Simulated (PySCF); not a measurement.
Diatomics with 67 electrons

PBE0 in PySCF with def2-TZVPPD on every atom (core potentials on In, Sn, Sb, I), for the lowest determinant that a PBE0 search found; no spin–orbit coupling. All have 67 electrons, 11 of them in the valence shells, and the same state, a doublet (π ↑). For ions De leads to the atom and ion picked by measured ionisation energies and electron affinities.

```json
{"species": "GeSe⁻", "difference of nuclear charges": "2", "Re (Å)": "2.254", "ωe (cm⁻¹)": "335", "k (mdyn/Å)": "2.54", "De (eV)": "3.86", "dissociates to": "Ge + Se⁻"}
{"species": "GaBr⁻", "difference of nuclear charges": "4", "Re (Å)": "2.590", "ωe (cm⁻¹)": "170", "k (mdyn/Å)": "0.626", "De (eV)": "1.21", "dissociates to": "Ga + Br⁻"}
{"species": "InCl⁻", "difference of nuclear charges": "32", "Re (Å)": "2.588", "ωe (cm⁻¹)": "215", "k (mdyn/Å)": "0.729", "De (eV)": "1.38", "dissociates to": "In + Cl⁻"}
{"species": "GeBr", "difference of nuclear charges": "3", "Re (Å)": "2.326", "ωe (cm⁻¹)": "296", "k (mdyn/Å)": "1.97", "De (eV)": "3.72", "dissociates to": "Ge + Br"}
{"species": "SnCl", "difference of nuclear charges": "33", "Re (Å)": "2.369", "ωe (cm⁻¹)": "348", "k (mdyn/Å)": "1.93", "De (eV)": "3.96", "dissociates to": "Sn + Cl"}
{"species": "SiI", "difference of nuclear charges": "39", "Re (Å)": "2.442", "ωe (cm⁻¹)": "363", "k (mdyn/Å)": "1.78", "De (eV)": "3.34", "dissociates to": "Si + I"}
{"species": "AsBr⁺", "difference of nuclear charges": "2", "Re (Å)": "2.180", "ωe (cm⁻¹)": "392", "k (mdyn/Å)": "3.48", "De (eV)": "3.92", "dissociates to": "As⁺ + Br"}
{"species": "SbCl⁺", "difference of nuclear charges": "34", "Re (Å)": "2.235", "ωe (cm⁻¹)": "454", "k (mdyn/Å)": "3.29", "De (eV)": "3.66", "dissociates to": "Sb⁺ + Cl"}
```

(1) Which member of the whole set has the stiffest bond, and how does it compare with the softest?

These are scalar-relativistic numbers at best; spin–orbit coupling would shift them, the dissociation energy most. For an ion De counts to the pair picked by the measured ionisation energies or electron affinities, which need not be the lowest pair at this level. The highest Kohn–Sham level is positive in some of these anions. Much of that is self-interaction error, but it also means that the finite basis helps to hold the extra electron. States were picked by a PBE0 search and need not be the measured ground states.

Results:

(1) AsBr⁺ with k = 3.48 mdyn/Å, 5.6 times that of GaBr⁻.
